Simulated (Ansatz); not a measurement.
Cost and result for the atomization energy of C₂H₆INSi (`N=C([SiH3])CI`) (11 atoms, 10 bonds).

| atom | x (Å) | y (Å) | z (Å) |
| --- | --- | --- | --- |
| N1 | 1.227 | -1.220 | -0.456 |
| C2 | 0.290 | -0.404 | -0.194 |
| Si3 | 0.182 | 0.186 | 1.615 |
| C4 | -0.688 | 0.091 | -1.211 |
| I5 | -0.461 | 2.215 | -1.450 |
| H6 | 1.246 | -1.474 | -1.449 |
| H7 | -1.185 | 0.707 | 1.885 |
| H8 | 1.173 | 1.263 | 1.852 |
| H9 | 0.466 | -0.973 | 2.492 |
| H10 | -0.531 | -0.352 | -2.194 |
| H11 | -1.721 | -0.039 | -0.891 |

Charge 0, multiplicity 1. Correlated methods include outer-core shells of I, which these sets cover unevenly. I takes the def2 core potential. The structure was optimised at the PBE0-D4/def2-TZVP level. It is one conformer, not always the lowest. Program: Ansatz. All runs use 4 threads of an Arm Neoverse V1 on a shared host. Times are those of one run each, without the atoms' runs, and a repeat can differ threefold. Electronic energies, without spin–orbit coupling; frozen cores. CCSD(T)/CBS adds CCSD(T) − MP2 in def2-TZVPP to the MP2 limit, and its time is that of the two runs behind it. T1 = 0.011. With those shells the extrapolation isn't a true limit. B3LYP takes the VWN-RPA correlation (the form of Gaussian; ORCA's B3LYP/G).

CCSD(T)/CBS is a level of theory with its own doubt, some kJ/mol a heavy atom from the limit and from the frozen cores, so smaller differences don't rank the functionals.

| level | functions | wall time |
| --- | --- | --- |
| PBE-D4/def2-TZVPP (with forces) | 269 | 3.6 s |
| PBE0-D4/def2-TZVPP | 269 | 4.6 s |
| r2SCAN-D4/def2-TZVPP (with forces) | 269 | 6.5 s |
| B3LYP-D4/def2-TZVPP (with forces) | 269 | 7.5 s |
| B2PLYP/def2-TZVPP | 269 | 9.5 s |
| ωB97X-V/def2-TZVPP | 269 | 12 s |
| ωB97M-V/def2-TZVPP (with forces) | 269 | 18 s |
| MP2/def2-QZVPP | 503 | 30 s |
| CCSD(T)/def2-TZVPP | 269 | 6.9 min |
| CCSD(T)/CBS(def2) | – | 7.4 min |

Problem. What atomization energy does each give, and how far from CCSD(T)/CBS? (Best estimate.)

Solution. The calculation gave: 
| level | atomization (kcal/mol) | difference from CCSD(T)/CBS | per bond |
| --- | --- | --- | --- |
| PBE-D4/def2-TZVPP (with forces) | 922.4 | 19.0 | 1.9 |
| PBE0-D4/def2-TZVPP | 903.7 | 0.3 | 0.0 |
| r2SCAN-D4/def2-TZVPP (with forces) | 900.5 | -2.9 | -0.3 |
| B3LYP-D4/def2-TZVPP (with forces) | 903.3 | -0.1 | 0.0 |
| B2PLYP/def2-TZVPP | 890.5 | -12.9 | -1.3 |
| ωB97X-V/def2-TZVPP | 904.4 | 1.0 | 0.1 |
| ωB97M-V/def2-TZVPP (with forces) | 902.0 | -1.4 | -0.1 |
| MP2/def2-QZVPP | 904.6 | 1.2 | 0.1 |
| CCSD(T)/def2-TZVPP | 876.3 | -27.1 | -2.7 |
| CCSD(T)/CBS(def2) | 903.4 | 0.0 | 0.0 |

From PBE to PBE0 (25 % exact exchange), in def2-TZVPP and without D4, the atomization energy moves by −17.7 kcal/mol: exact exchange takes away binding that semilocal exchange gives to molecules. In def2-TZVPP, CCSD(T) changes the Hartree–Fock value by +244.2 kcal/mol (the triples alone add +16.7 kcal/mol) and MP2 by +256.5 kcal/mol; breaking electron pairs costs correlation energy, which Hartree–Fock lacks. The D4 term adds +11.5 kcal/mol with B3LYP and +6.1 kcal/mol with PBE0; it sums over pairs of atoms, weighted by their polarisabilities, and B3LYP, whose exchange is more repulsive, gets the larger term.

Spin–orbit coupling would lower the free I atoms strongly, and the atomization energy with them, by more than many differences here.
